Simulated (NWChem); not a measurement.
CH6BeGe; SMILES [CH3][Be][GeH3]

```xyz
9

Be     0.0000     0.0000     1.2714
C      0.0000     0.0000     2.9475
H     -0.1876    -1.0062     3.3644
H     -0.7776     0.6656     3.3644
H      0.9652     0.3406     3.3644
Ge     0.0000     0.0000    -0.9345
H     -0.1117     1.4196    -1.5376
H      1.2852    -0.6130    -1.5376
H     -1.1735    -0.8065    -1.5376
```
Atoms are numbered in this order, from 1.

Computed with NWChem. Pople sets run with spherical d functions. All runs use the structure optimised with PBE0/def2-SVP. Ions are spin-unrestricted doublets at the neutral geometry; other ion states weren't tried. Functional: LC-ωPBE (HJS hole) with 6-31G*; rows give the range parameter ω in 1/bohr.

At which range parameter does −ε(HOMO) equal the ΔSCF ionisation energy (optimal tuning)?

about 0.34 per bohr, by linear interpolation in these runs:
| range parameter (1/bohr) | vertical ionisation energy, ΔSCF (eV) | −ε(HOMO) (eV) | ΔSCF minus −ε(HOMO) (eV) |
|---|---|---|---|
| 0.15 | 9.54 | 8.41 | 1.13 |
| 0.20 | 9.64 | 8.92 | 0.72 |
| 0.25 | 9.73 | 9.35 | 0.38 |
| 0.40 | 9.97 | 10.20 | -0.23 |
| 0.80 | 10.20 | 10.97 | -0.77 |
